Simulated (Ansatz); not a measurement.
Isolated molecules relaxed with PBE0-D4/def2-TZVP in Ansatz; ΔE leaves out vibrations. CCSD(T)/CBS is the MP2 limit (def2-TZVPP, def2-QZVPP) plus CCSD(T) − MP2 in def2-TZVPP, frozen cores. This one scheme is used for every species, atoms too. For atomizations the MP2-based limit and the directly extrapolated one differ by several kJ/mol either way, and by 10 to 25 for some Ge, Se and Sn compounds, so smaller differences from it don't rank the levels. DFT in def2-TZVPP. HSE06 is defined as in plane-wave codes. Open shells (•) are unrestricted, without spin–orbit coupling. Spin–orbit coupling would lower the free atoms: a little for C, Cl, Si. Each species was taken in one conformer, which may not be the lowest.

Consider the atomization: `N/C(Cl)=N/[SiH3]` → C• + Cl• + 5 H• + 2 N• + Si•.

```json
{"level": "CAM-B3LYP-D4", "ΔE (kJ/mol)": "3503.7"}
{"level": "HSE06", "ΔE (kJ/mol)": "3476.3"}
{"level": "HF/def2-SVP", "ΔE (kJ/mol)": "2329.0"}
{"level": "HF/def2-TZVPP", "ΔE (kJ/mol)": "2332.7"}
```

**Question.** What does CCSD(T)/CBS give? (Estimate.)

**Answer.** Ansatz gave: +3467.9 kJ/mol. The listed levels differ from it by 35.8, 8.4, -1138.9, -1135.2 kJ/mol.

Largest T1 diagnostic among the species: 0.013.

Leaving LDA and LC-ωPBE aside and taking each functional with its dispersion term where it has one, the values, not all of them listed here, spread over 228.4 kJ/mol, from BHLYP-D4 to PBE-D4. LDA lies +492.0 kJ/mol from PBE without D4, its usual overbinding. From r2SCAN to r2SCAN0 (25 % exact exchange), in def2-TZVPP and without D4, ΔE moves by −79.5 kJ/mol: exact exchange takes away binding that semilocal exchange gives to molecules.
